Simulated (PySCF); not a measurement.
TDDFT excited states: C4H5F3O2S

C4H5F3O2S.
Bonds: C1–C2 (double), C2–C3, C3–S4, S4–O5 (double), S4–O6 (double), S4–C7, C7–F8, C7–F9, C7–F10. Hydrogens: H11, H12 on C1; H13 on C2; H14, H15 on C3.

Computed with PySCF 2.14.0, density-fitted response routines, TDDFT PBE0/def2-SVPD, vertical, gas phase, core orbitals frozen in the response. The structure is a single PBE0-D3(BJ)/def2-SVP conformer in the gas phase; no vibrational or solvent corrections. Torsions of this conformer, `[CH2:1]=[CH:2][CH2:3][S:4](=[O:5])(=[O:6])[C:7]([F:8])([F:9])[F:10]`: C1–C2–C3–S4 -101°, C2–C3–S4–O5 -63°, C3–S4–C7–F8 54°.

| state | E (eV) | λ (nm) | ν̃ (cm⁻¹) | f | main configurations (H = HOMO, L = LUMO) |
| --- | --- | --- | --- | --- | --- |
| S1 | 6.59 | 188.1 | 53160 | 0.263 | H→L (74%), H-1→L (20%) |
| S2 | 7.23 | 171.5 | 58320 | 0.054 | H-1→L (63%), H→L+1 (16%), H→L (10%) |
| S3 | 7.28 | 170.4 | 58680 | 0.0046 | H-2→L (91%) |
| S4 | 7.40 | 167.5 | 59690 | 0.118 | H→L+1 (70%), H→L (10%), H-1→L (9%) |
| S5 | 7.74 | 160.1 | 62450 | 0.012 | H-3→L (94%) |
| S6 | 7.96 | 155.7 | 64220 | 0.010 | H→L+2 (49%), H-1→L+1 (15%), H→L+4 (11%) |

The lowest singlet comes at 188 nm (636 kJ/mol) in the vacuum ultraviolet; it is strong; its leading configuration is HOMO→LUMO (74%). The lowest level is also the most intense of those listed (f = 0.263). Löwdin shares by element: HOMO carbon 69% or more, sulfur 6% (atoms not listed hold the other 25%); LUMO carbon 66% or more, sulfur 10% (atoms not listed hold the other 24%). Orbital energies (eV): HOMO-3 -10.10, HOMO-2 -9.54, HOMO-1 -9.30, HOMO -8.35, LUMO -1.09, LUMO+1 0.20, LUMO+2 0.72. Weighted by f, the mean energy of these states is 6.94 eV. The listed states span 1.37 eV, and the widest gap between neighbours is 0.64 eV (S1 to S2). Singlets were solved by full linear response.

Hardware: one thread of an Arm Neoverse V1, shared host. Cost: 87 s (grids of density and orbitals included), 1.1 GiB resident at most.
